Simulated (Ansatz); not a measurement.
Geometry optimisation, DFT PBEsol, scalar-relativistic, plane waves, PAW (Ansatz 0.2.0).

The input (input.yaml):

```yaml
accuracy: low
crystal:
  lattice:
    - [12.15, 0.0, 0.0]
    - [0.0, 5.727565, 0.0]
    - [0.0, 0.0, 15.863782]
  atoms:
    - { symbol: Al, position: [0.0, 0.0, 0.0630367] }
    - { symbol: Al, position: [0.3333333, 0.0, 0.0630367] }
    - { symbol: Al, position: [0.6666667, 0.0, 0.0630367] }
    - { symbol: Al, position: [0.0, 0.5, 0.0630367] }
    - { symbol: Al, position: [0.3333333, 0.5, 0.0630367] }
    - { symbol: Al, position: [0.6666667, 0.5, 0.0630367] }
    - { symbol: Al, position: [0.1666667, 0.25, 0.1532983] }
    - { symbol: Al, position: [0.5, 0.25, 0.1532983] }
    - { symbol: Al, position: [0.8333333, 0.25, 0.1532983] }
    - { symbol: Al, position: [0.1666667, 0.75, 0.1532983] }
    - { symbol: Al, position: [0.5, 0.75, 0.1532983] }
    - { symbol: Al, position: [0.8333333, 0.75, 0.1532983] }
    - { symbol: Al, position: [0.0, 0.0, 0.24356] }
    - { symbol: Al, position: [0.3333333, 0.0, 0.24356] }
    - { symbol: Al, position: [0.6666667, 0.0, 0.24356] }
    - { symbol: Al, position: [0.0, 0.5, 0.24356] }
    - { symbol: Al, position: [0.3333333, 0.5, 0.24356] }
    - { symbol: Al, position: [0.6666667, 0.5, 0.24356] }
    - { symbol: Ti, position: [0.5626655, 0.6486122, 0.3979998] }
basis:
  ecutwfc: 420.0
kpoints:
  mp_grid: { grid: [1, 3, 1] }
hamiltonian:
  xc: pbesol
  pseudopotentials: { kind: paw, azcp: { folder: soft_1 } }
scf:
  occupations: { method: fermi_dirac, width: 0.1 }
  lower_state_search: "off"
relax:
  f_tol: 0.08
  max_steps: 25
  adjacent_minimum: "off"
  constraints: [{ sites: [0, 1, 2, 3, 4, 5] }]
```

Run as:

```bash
$ ansatz run input.yaml --threads 1 --pin off --max-ram 3072MiB --backend cpu --events-out ev --progress --plain --runs-dir out
```

**Question.** Where does it end, and by what steps?

**Answer.** The run converged. The threshold is loose, so the end isn't yet a minimum. Limits of this set-up: coarse k mesh, thin slab, slab without dipole correction, PAW files made for another functional, low accuracy level. After 13 steps the energy has fallen by 3.523 eV; Ti19 moved furthest, 1.96 Å. Joined: Al8–Ti19, Al11–Ti19, Al14–Ti19, Al17–Ti19.

```json
{"step": "0", "energy less start (eV)": "0.0000", "largest force component (eV/Å)": "2.258", "accepted": "yes"}
{"step": "1", "energy less start (eV)": "-0.4792", "largest force component (eV/Å)": "2.344", "accepted": "yes"}
{"step": "2", "energy less start (eV)": "-0.9710", "largest force component (eV/Å)": "2.336", "accepted": "yes"}
{"step": "3", "energy less start (eV)": "-1.4679", "largest force component (eV/Å)": "2.234", "accepted": "yes"}
{"step": "4", "energy less start (eV)": "-1.9562", "largest force component (eV/Å)": "2.038", "accepted": "yes"}
{"step": "5", "energy less start (eV)": "-2.4117", "largest force component (eV/Å)": "1.733", "accepted": "yes"}
{"step": "6", "energy less start (eV)": "-2.8063", "largest force component (eV/Å)": "1.328", "accepted": "yes"}
{"step": "7", "energy less start (eV)": "-3.1023", "largest force component (eV/Å)": "1.045", "accepted": "yes"}
{"step": "8", "energy less start (eV)": "-3.3092", "largest force component (eV/Å)": "0.301", "accepted": "yes"}
{"step": "9", "energy less start (eV)": "-3.4136", "largest force component (eV/Å)": "0.123", "accepted": "yes"}
{"step": "10", "energy less start (eV)": "-3.4851", "largest force component (eV/Å)": "0.088", "accepted": "yes"}
{"step": "11", "energy less start (eV)": "-3.5023", "largest force component (eV/Å)": "0.188", "accepted": "yes"}
{"step": "12", "energy less start (eV)": "-3.5125", "largest force component (eV/Å)": "0.108", "accepted": "yes"}
{"step": "13", "energy less start (eV)": "-3.5230", "largest force component (eV/Å)": "0.059", "accepted": "yes"}
```

```xyz
19
Lattice="12.1500 0.0000 0.0000 0.0000 5.7276 0.0000 0.0000 0.0000 15.8638" Properties=species:S:1:pos:R:3
Al 0.000 0.000 1.000
Al 4.050 0.000 1.000
Al 8.100 0.000 1.000
Al 0.000 2.864 1.000
Al 4.050 2.864 1.000
Al 8.100 2.864 1.000
Al 1.994 1.269 2.328
Al 6.073 1.575 2.501
Al 10.155 1.269 2.330
Al 2.007 4.147 2.312
Al 6.074 4.422 2.046
Al 10.142 4.147 2.312
Al 0.000 -0.194 3.795
Al 4.090 -0.333 3.779
Al 8.055 -0.334 3.781
Al 0.000 2.734 3.783
Al 3.726 2.561 3.830
Al 8.421 2.560 3.832
Ti 6.075 3.578 4.511
```

Whether the end is a true minimum wasn't checked by a vibrational analysis.

The run took 2.7 min on 1 thread of Arm Neoverse V1, on a shared host, peak memory 0.83 GiB.
